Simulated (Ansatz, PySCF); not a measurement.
Energy difference 2 R1 + R2 → 2 P1, each structure at its B3LYP-D3(BJ)/def2-TZVP stationary point, reached from a drawn start (curvature not checked).
R1, O2W (SMILES [O]=[W]=[O]) (charge 0, multiplicity 1):
```tsv
atom	x (Å)	y (Å)	z (Å)
W	0.0046	0.0060	-0.6890
O	1.3332	-0.0063	0.3534
O	-1.3378	0.0004	0.3356
```
P1: O3W (SMILES [O]=[W](=[O])=[O]), charge 0, multiplicity 1.
R2: O2 (SMILES O=O), charge 0, multiplicity 3.

P less R. No zero-point or thermal terms; singlets are restricted closed shells; open shells are unrestricted; no spin–orbit coupling. The spin states of the d-block species are the ones drawn and need not be the lowest.

Correlated levels freeze the cores. CBS: X⁻³ extrapolation of the correlation energy, Hartree–Fock from the larger set.

Run with Ansatz (Gaussian orbitals); PySCF for the D3/D4 terms. No computed number here is a measurement. Elements past Kr take the def2 small-core potentials, without spin–orbit coupling.

```csv
level,reaction energy (kcal/mol)
revPBE/def2-TZVPP,-164.75
revPBE-D4/def2-TZVPP,-168.17
r2SCAN/def2-TZVPP,-175.41
BHLYP/def2-TZVPP,-148.23
CAM-B3LYP-D3(BJ)/def2-TZVPP,-157.65
wB97X-V/def2-TZVPP,-159.71
MP2/def2-SVP,?
CCSD(T)/def2-TZVPP,?
"CCSD(T)/CBS(def2-TZVPP, def2-QZVPP)",?
```

Question: Fill in the missing entries.

Answer: 
- MP2/def2-SVP, reaction energy (kcal/mol): -180.07
- CCSD(T)/def2-TZVPP, reaction energy (kcal/mol): -160.83
- CCSD(T)/CBS(def2-TZVPP, def2-QZVPP), reaction energy (kcal/mol): -163.54

Ansatz is a program for electronic structure.
